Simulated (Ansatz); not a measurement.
Basis-set extrapolation for H$_{5}$O$_{2}$Si$_{2}$ (`O[Si](O)[SiH3]`) radical (PBE0-D4/def2-TZVP geometry, frozen core, the Gaussian-basis code of Ansatz). Multiplicity 2, UHF reference.

```json
{"": "HF", "def2-TZVPP": "-730.651686", "def2-QZVPP": "-730.677959"}
{"": "MP2 correlation", "def2-TZVPP": "-0.706164", "def2-QZVPP": "-0.763744"}
{"": "CCSD(T) correlation", "def2-TZVPP": "-0.769434", "def2-QZVPP": "not run"}
```

Energies in hartree. Use E(X) = E(∞) + A·exp(−7.88·√X) for Hartree–Fock and E(X) = E(∞) + B·X^(−2.97) for correlation, with X = 3 and 4, and add CCSD(T) minus MP2 of the smaller set to the MP2 limit.

**Question.** What is the CCSD(T) energy at the basis-set limit?

**Answer.** HF limit: -730.677959 + (-0.026273) × 0.13774 = -730.68158. MP2 limit: -0.763744 + (-0.057580) × 0.74074 = -0.80640. Higher-order term: -0.769434 − (-0.706164) = -0.06327. Total: -731.55125 hartree, 81.7 kcal/mol below CCSD(T)/def2-TZVPP.
